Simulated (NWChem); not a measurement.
# C3H3Cl2F

```xyz
9

F     -1.9481    -0.5293    -1.0223
C     -1.3834    -0.0037     0.0894
C     -0.7812     1.3734     0.0012
C      0.1094     0.1629     0.1314
Cl     1.0441    -0.3548    -1.2728
Cl     0.9215    -0.1159     1.6837
H     -1.8849    -0.3239     1.0092
H     -0.8684     2.0465     0.8582
H     -0.7974     1.8475    -0.9842
```
Charge 0, spin multiplicity 1.

Program: NWChem. The geometry was optimised at B3LYP/def2-SVP, a minimum by its harmonic frequencies.

The structure started from a generated list of species. No SCF solution was tested for a lower state.

Worked example. At PBE/def2-SVP the molecule has a total energy of -1135.24558 Ha and the free atoms (multiplicities F 2, C 3, Cl 2, H 2) Cl -459.79702, C -37.75124, F -99.53976, H -0.49863 Ha. The electronic atomisation energy is the atoms' sum less the molecule's energy.

1·(-99.53976) + 3·(-37.75124) + 2·(-459.79702) + 3·(-0.49863) = -1133.88341 Ha for the atoms; less the molecule's energy this leaves 1.36217 Ha, or 854.8 kcal/mol (3576 kJ/mol), without zero-point, thermal or spin-orbit terms.
